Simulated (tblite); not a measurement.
Compound: C3H3GeN.
InChI=1S/C3H3GeN/c1-2-4-3-5/h1H,4H2

Level: GFN2-xTB in tblite, geometry and Hessian alike; calculated harmonic values, unscaled, isolated species. This tight-binding method is rough: wavenumbers can miss measured ones by several per cent, in bad cases by 10 to 20. Modes of hydrogen on germanium can be 10 to 20 % off.

Harmonic wavenumbers (cm⁻¹): 77.7, 199.4, 229.9, 247.6, 346.9, 465.9, 473.7, 530.2, 625.6, 666.6, 684.8, 694.7, 797.7, 2006.6, 2053.0, 2182.6, 2341.2, 3345.5.

A = 6073, B = 2200, C = 1648 MHz; mass 126.948 u (most abundant isotopes); point group Cs, symmetry number 1.

Task: What is the zero-point energy?

Result: ½Σν̃ = 8985 cm⁻¹ = 25.69 kcal/mol.

Task: What is S at 298.15 K and 1 bar for an ideal gas of classical rigid rotors and harmonic oscillators?

Result: Translation 40.46, rotation 27.08, vibration 14.56: S = 82.1 cal/(mol K).

Task: And Cp and H(298.15 K) − H(0)?

Result: Cp = 24.97 cal/(mol K), of which vibrations give 17.02 (their classical limit is 18 R = 35.8); H(298.15 K) − H(0) = 4.88 kcal/mol without the zero-point energy, 2.51 from vibrations.

Task: Which modes carry the vibrational entropy at 298.15 K?

Result: 77.7 cm⁻¹: 3.95; 199.4 cm⁻¹: 2.14; 229.9 cm⁻¹: 1.88; 247.6 cm⁻¹: 1.75; 346.9 cm⁻¹: 1.18; 465.9 cm⁻¹: 0.75 cal/(mol K); the other 12 give 2.92 together.

Task: How do the functions run with temperature in this model?

Result: 
```csv
T (K),S (cal/(mol K)),Cp (cal/(mol K)),H − H(0) (kcal/mol),G − H(0) (kcal/mol),ln q(vib)
50,54.2,9.7,0.43,-2.28,0.12
100,61.9,13.1,0.99,-5.20,0.53
373.15,88.0,27.5,6.85,-25.98,4.16
500,96.5,30.4,10.54,-37.70,5.89
750,109.6,34.3,18.66,-63.54,8.96
1000,119.8,36.8,27.57,-92.26,11.60
```

q(vib) and H(0) count from the zero-point level.

Task: Blend soft modes into free rotors: weight 1/[1 + (100 cm⁻¹/ν̃)⁴] for the oscillator and the rest for a rotor with moment μB/(μ + B), μ = h/(8π²ν), B = 10⁻⁴⁴ kg m². What vibrational entropy results?

Result: 13.97 cal/(mol K) in place of 14.56, which changes −T·S at 298.15 K by +0.18 kcal/mol.

Task: What must be added to the electronic energy to get the Gibbs energy at 298.15 K and 1 bar?

Result: ZPE + [H(298.15 K) − H(0)] − T·S = 25.69 + 4.88 − 24.48 = 6.09 kcal/mol.

Hindered rotation and anharmonicity are outside this model.

The run took 0.13 s of wall time on Arm Neoverse V1, one thread, on a shared host. This covers the Hessian and the dipole derivatives.
